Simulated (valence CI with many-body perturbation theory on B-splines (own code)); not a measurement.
# Pd39+: calculated level list

Method: relativistic CI+MBPT: five valence electrons over a frozen Dirac-Fock core [He], radial functions for each j: 11 s, 11 p, 10 d, 8 f, 5 g, 2 h, with the one-electron correlation potential Σ1 (screened to all orders), the two-electron term Σ2, the three-electron term Σ3, Breit, model QED; selected single and double excitations, second order for the rest, scaled by the run's own slope (own B-spline code, finite nucleus).

No measured spectrum was set against this ion. As an estimate, large intervals hold to a few tenths of a per cent, small ones and those within an open d or f shell to about a per cent. Among the levels kept, up to 7100 cm⁻¹ of a level comes from second order outside the variational space, and about a tenth of that is noise between levels of different J, which matters for small intervals.

Levels 91 to 135 of 205, with energies above the lowest level, (2s^2 2p1/2^2 2p3/2) J=3/2. "Leading %" is the weight of the configuration and term that name the level; weights of strongly mixed levels are sums over their largest components and can fall short. In the jj column 3d3/2^4 stands for four electrons in 3d with j = 3/2. Lifetimes count E1, E2, E3, M1 and M2 decay at the calculated energies, and are blank where another channel may lead or the interval is too uncertain; long ones can be off by a factor of two.

| No. | Configuration | Term | J | E (eV) | Leading % | Lifetime | Second component | Leading jj |
| --- | --- | --- | --- | --- | --- | --- | --- | --- |
| 91 | 2s2p³3d | ⁴D° | 1/2 | 3745.8 | 57 | 5.73 fs | 23 % 2s2p³3d ²P° | 2s 2p1/2^2 2p3/2 3d5/2 (83 %) |
| 92 | 2s²2p²3d | ²P | 1/2 | 3747.1 | 62 | 7.24 fs | 22 % 2s²2p²3d ⁴P | 2s^2 2p3/2^2 3d3/2 (71 %) |
| 93 | 2s²2p²3d | ²F | 7/2 | 3747.7 | 40 | 14.9 fs | 39 % 2s²2p²3d ⁴D | 2s^2 2p3/2^2 3d5/2 (74 %) |
| 94 | 2s2p³3p | ⁶P | 3/2 | 3748.9 | 28 | 52.3 fs | 18 % 2s2p³3p ⁴D | 2s 2p1/2 2p3/2^2 3p1/2 (82 %) |
| 95 | 2s²2p²3d | ⁴F | 9/2 | 3749.9 | 57 | 88.0 ps | 42 % 2s²2p²3d ²G | 2s^2 2p3/2^2 3d5/2 (97 %) |
| 96 | 2s²2p²3d | ²F | 7/2 | 3749.9 | 54 | 6.13 fs | 34 % 2s²2p²3d ²G | 2s^2 2p3/2^2 3d3/2 (72 %) |
| 97 | 2s2p³3s | ⁴P° | 1/2 | 3756.0 | 79 | 61.3 fs | 10 % 2s2p³3s ²P° | 2s 2p1/2 2p3/2^2 3s (94 %) |
| 98 | 2s2p³3p | ⁴F | 5/2 | 3757.5 | 26 | 48.3 fs | 19 % 2s2p³3p ⁴P | 2s 2p1/2 2p3/2^2 3p1/2 (90 %) |
| 99 | 2s2p³3d | ⁴G° | 5/2 | 3760.7 | 31 | 108 fs | 20 % 2s2p³3d ²F° | 2s 2p1/2^2 2p3/2 3d3/2 (95 %) |
| 100 | 2s²2p²3d | ²S | 1/2 | 3761.4 | 43 | 5.06 fs | 29 % 2s²2p²3d ⁴P | 2s^2 2p3/2^2 3d5/2 (71 %) |
| 101 | 2s2p³3d | ²D° | 3/2 | 3763.1 | 28 | 8.82 fs | 14 % 2s2p³3d ⁴F° | 2s 2p1/2^2 2p3/2 3d3/2 (71 %) |
| 102 | 2s2p³3d | ²P° | 1/2 | 3767.3 | 38 | 25.7 fs | 25 % 2s2p³3d ⁴D° | 2s 2p1/2^2 2p3/2 3d3/2 (85 %) |
| 103 | 2s²2p²3d | ²P | 3/2 | 3769.1 | 52 | 4.56 fs | 15 % 2s²2p²3d ⁴P | 2s^2 2p3/2^2 3d5/2 (77 %) |
| 104 | 2s2p³3s | ⁴S° | 3/2 | 3769.1 | 25 | 91.8 fs | 22 % 2s2p³3s ⁴P° | 2s 2p1/2 2p3/2^2 3s (84 %) |
| 105 | 2s2p³3s | ²S° | 1/2 | 3771.5 | 41 | 34.3 fs | 33 % 2s2p³3s ⁴D° | 2s 2p1/2 2p3/2^2 3s (86 %) |
| 106 | 2s²2p²3d | ²D | 5/2 | 3773.3 | 63 | 4.64 fs | 21 % 2s²2p²3d ²F | 2s^2 2p3/2^2 3d5/2 (90 %) |
| 107 | 2s2p³3d | ²F° | 7/2 | 3776.0 | 25 | 25.4 fs | 17 % 2s2p³3d ²G° | 2s 2p1/2^2 2p3/2 3d5/2 (95 %) |
| 108 | 2s2p³3s | ²D° | 5/2 | 3777.1 | 55 | 9.16 fs | 9 % 2s2p³3s ⁴D° | 2s 2p1/2 2p3/2^2 3s (67 %) |
| 109 | 2s2p³3s | ²D° | 3/2 | 3778.1 | 53 | 14.5 fs | 14 % 2s2p³3s ⁴S° | 2s 2p1/2 2p3/2^2 3s (81 %) |
| 110 | 2s2p³3p | ⁴F | 7/2 | 3780.1 | 37 | 75.7 fs | 34 % 2s2p³3p ²F | 2s 2p1/2 2p3/2^2 3p1/2 (95 %) |
| 111 | 2s2p³3s | ²D° | 3/2 | 3780.3 | 30 | 22.5 fs | 25 % 2s2p³3s ²P° | 2s 2p1/2 2p3/2^2 3s (84 %) |
| 112 | 2s2p³3s | ²D° | 5/2 | 3785.9 | 18 | 7.42 fs | 12 % 2s2p³3d ²D° | 2s 2p1/2^2 2p3/2 3d5/2 (66 %) |
| 113 | 2s²2p²3d | ²D | 3/2 | 3786.0 | 80 | 3.67 fs | 5 % 2s²2p²3d ⁴F | 2s^2 2p3/2^2 3d3/2 (78 %) |
| 114 | 2s2p³3d | ²P° | 3/2 | 3787.6 | 16 | 10.8 fs | 13 % 2s2p³3d ⁴P° | 2s 2p1/2^2 2p3/2 3d5/2 (72 %) |
| 115 | 2s2p³3s | ²P° | 1/2 | 3791.0 | 80 | 49.9 fs | 12 % 2s2p³3s ²S° | 2s 2p1/2 2p3/2^2 3s (96 %) |
| 116 | 2s²2p²3d | ²D | 5/2 | 3791.9 | 66 | 4.92 fs | 13 % 2s²2p²3d ²F | 2s^2 2p3/2^2 3d5/2 (94 %) |
| 117 | 2s2p³3p | ⁴P | 5/2 | 3796.2 | 41 | 28.4 fs | 35 % 2s2p³3p ⁴D | 2s 2p1/2 2p3/2^2 3p1/2 (83 %) |
| 118 | 2s2p³3p | ⁶P | 7/2 | 3797.4 | 39 | 144 fs | 29 % 2s2p³3p ⁴F | 2s 2p1/2 2p3/2^2 3p3/2 (93 %) |
| 119 | 2s2p³3p | ⁴P | 5/2 | 3798.3 | 49 | 46.0 fs | 20 % 2s2p³3p ⁶P | 2s 2p1/2 2p3/2^2 3p3/2 (78 %) |
| 120 | 2s2p³3p | ⁴P | 1/2 | 3802.3 | 44 | 20.9 fs | 22 % 2s2p³3p ²P | 2s 2p1/2 2p3/2^2 3p3/2 (76 %) |
| 121 | 2s2p³3p | ⁴D | 1/2 | 3811.3 | 61 | 52.9 fs | 21 % 2s2p³3p ²P | 2s 2p1/2 2p3/2^2 3p1/2 (83 %) |
| 122 | 2s2p³3p | ⁴P | 3/2 | 3818.5 | 39 | 24.6 fs | 19 % 2s2p³3p ²D | 2s 2p1/2 2p3/2^2 3p3/2 (86 %) |
| 123 | 2s2p³3p | ²D | 3/2 | 3820.9 | 26 | 25.3 fs | 20 % 2s2p³3p ⁴F | 2s 2p1/2 2p3/2^2 3p1/2 (90 %) |
| 124 | 2s2p³3p | ⁴P | 1/2 | 3821.4 | 50 | 19.3 fs | 31 % 2s2p³3p ²P | 2s 2p1/2 2p3/2^2 3p1/2 (92 %) |
| 125 | 2s2p³3p | ⁴F | 9/2 | 3825.8 | 99 | 5.81 ps |  | 2s 2p1/2 2p3/2^2 3p3/2 (99 %) |
| 126 | 2s2p³3p | ⁴D | 7/2 | 3826.7 | 62 | 37.7 fs | 37 % 2s2p³3p ²F | 2s 2p1/2 2p3/2^2 3p3/2 (99 %) |
| 127 | 2s2p³3p | ²F | 5/2 | 3829.5 | 55 | 51.0 fs | 16 % 2s2p³3p ²D | 2s 2p1/2 2p3/2^2 3p1/2 (93 %) |
| 128 | 2s2p³3p | ²P | 3/2 | 3829.6 | 39 | 25.3 fs | 28 % 2s2p³3p ⁴P | 2s 2p1/2 2p3/2^2 3p3/2 (57 %) |
| 129 | 2s2p³3p | ²P | 3/2 | 3836.9 | 54 | 15.9 fs | 17 % 2s2p³3p ⁴D | 2s 2p1/2 2p3/2^2 3p1/2 (53 %) |
| 130 | 2s2p³3p | ²D | 5/2 | 3846.1 | 62 | 14.2 fs | 22 % 2s2p³3p ⁴P | 2s 2p1/2 2p3/2^2 3p3/2 (98 %) |
| 131 | 2s2p³3p | ²P | 3/2 | 3851.6 | 34 | 38.5 fs | 20 % 2s2p³3p ⁴P | 2s 2p1/2 2p3/2^2 3p1/2 (92 %) |
| 132 | 2s2p³3p | ⁴P | 1/2 | 3852.0 | 42 | 45.7 fs | 30 % 2s2p³3p ²S | 2s 2p1/2 2p3/2^2 3p1/2 (92 %) |
| 133 | 2s2p³3d | ⁶D° | 3/2 | 3856.3 | 33 | 29.6 fs | 24 % 2s2p³3d ⁴D° | 2s 2p1/2 2p3/2^2 3d3/2 (93 %) |
| 134 | 2s2p³3d | ⁴F° | 5/2 | 3857.8 | 33 | 18.8 fs | 32 % 2s2p³3d ⁶D° | 2s 2p1/2 2p3/2^2 3d3/2 (85 %) |
| 135 | 2s2p³3d | ⁶D° | 1/2 | 3857.8 | 35 | 44.1 fs | 23 % 2s2p³3d ⁴D° | 2s 2p1/2 2p3/2^2 3d3/2 (91 %) |
